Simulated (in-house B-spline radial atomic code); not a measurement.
Values are calculated unless marked as measured or tabulated.
## Cr in an electron gas of r_s = 3.3: phase shifts, screening and friction

A nucleus sits in a uniform electron gas with a rigid positive background. The Kohn-Sham equations are solved self-consistently in the spin-unpolarised LDA (PW92), non-relativistic, on B-splines with outgoing waves at the boundary and partial waves to l = 8. The model has no lattice, no bands and no magnetic solution. Atomic units; δ_l are the phase shifts at the Fermi level, counted so that each bound state adds π, and good to about 0.0005. A narrow, partly filled d or f resonance in a thin gas would split by spin, so such rows rest on a solution that is probably unstable.

The density parameter is r_s = 3.3 bohr.

| l | δ_l (rad) |
| --- | --- |
| 0 | 9.6318 |
| 1 | 6.3936 |
| 2 | 1.8166 |
| 3 | -0.0263 |
| 4 | -0.0020 |
| 5 | -0.0004 |
| 6 | -0.0003 |
| 7 | -0.0004 |
| 8 | -0.0003 |

Bound levels below the band bottom (hartree): s -213.6, s -23.81, p -20.23, s -2.35, p -1.356.

(1) Check the Friedel sum rule, and say where the screening charge sits.

(2) Find the transport cross section and the electronic stopping of a 2 keV Cr ion (mass 52.0 u).

Results:

(1) k_F = (9π/4)^(1/3)/r_s = 0.58156. The rule is Z = (2/π) Σ (2l + 1) δ_l. The terms are s 6.132, p 12.211, d 5.782, f -0.117 and -0.024 beyond, in all 23.984 against Z = 24. Bound states hold 6 s, 12 p, 0 d electrons, so the scattering states carry 5.98 in all.

(2) σ_tr = (4π/k_F²) Σ (l + 1) sin²(δ_l − δ_(l+1)). The terms for l = 0 to 3 are 0.0093, 1.9636, 2.7833, 0.0024, all together 4.7585, so σ_tr = 37.155 × 4.7585 = 176.803 bohr². With n = 3/(4π r_s³) = 0.006643, the friction coefficient is Q = n k_F σ_tr = 0.6831. For v well below v_F = 0.582, dE/dx = Q v; with 24801 eV per u at v = 1, v = √(2000/(24801 × 52.0)) = 0.0394, so dE/dx = 0.02690 hartree/bohr = 13.8 eV/nm. The largest term couples the d and f waves.
